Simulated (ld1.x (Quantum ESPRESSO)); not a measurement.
# What one change does to a pseudopotential (Pd, PAW)

* Element: Pd
* Generator: ld1.x (Quantum ESPRESSO) 7.5
* Type: PAW
* Functional: LDA (PZ)
* Relativity: scalar-relativistic
* Frozen core: [Kr]
* Valence charge: 10
* Reference configuration: 4d10 5s0 5p0
* Partial waves: 5s (bound, empty): rcut 1.95, rcutus 2.45 bohr; 5s channel at 0.45 Ry: rcut 1.95, rcutus 2.45 bohr; 5p (bound, empty): rcut 2.90, rcutus 3.85 bohr; 5p channel at 0.75 Ry: rcut 2.90, rcutus 3.85 bohr; 4d (bound): rcut 1.90, rcutus 2.15 bohr; 4d channel at 4.25 Ry: rcut 1.90, rcutus 2.15 bohr
* Local potential: all-electron potential smoothed inside 1.80 bohr (lloc = -1)
* Core correction: Bessel-smoothed model core inside 1.55 bohr
* Augmentation charge: PSQ, inside the norm-conserving radii

Change: reference 4d9.5 5s0 5p0.

Cutoffs: the cutoffs (Ry, on a coarse ladder) from which the occupation-weighted sum of valence levels, in a spherical-Bessel basis at the reference potential, stays within 10 and 1 mRy of its value at 400 Ry; they do not see the model core or the augmentation charge, which bear on the density cutoff. Errors are all-electron minus pseudo energies relative to the spin-unpolarised reference configuration.

Problem. What does the change do?

Solution. The potential gets neither clearly harder nor softer (25 Ry and 40 Ry → 25 Ry and 40 Ry); both files keep a bound ghost (s); the range in which the d phases agree narrows (upper end at the end of the scan → 2.7).

```csv
quantity,base,changed
"cutoff, loose",25 Ry,25 Ry
"cutoff, tight",40 Ry,40 Ry
bound ghosts,s,s
"largest error over its own tests, meV",-498,-1214
s: phases at 4.22 bohr within 0.05 rad from the reference energy up to (Ry; the scan ends near 5),4.4,4.1
p: phases at 4.22 bohr within 0.05 rad from the reference energy up to (Ry; the scan ends near 5),1.6,1.4
d: phases at 4.22 bohr within 0.05 rad from the reference energy up to (Ry; the scan ends near 5),to the end of the scan,2.7
lowest overlap eigenvalue by channel,"s 0.37, p 0.37, d 0.80","s 0.37, p 0.29, d 0.79"
```

Changed file: These tests converged, but a pseudo level misses the all-electron one widely, so the file describes the atom poorly there or has found another state: 4d6 5s0 5p0: empty 5p by 6.7 eV (a node warning on the way). A true bound ghost makes a file unfit for plane-wave use even where its test errors are small: the radial tests pick states by their node count and pass the ghost by.
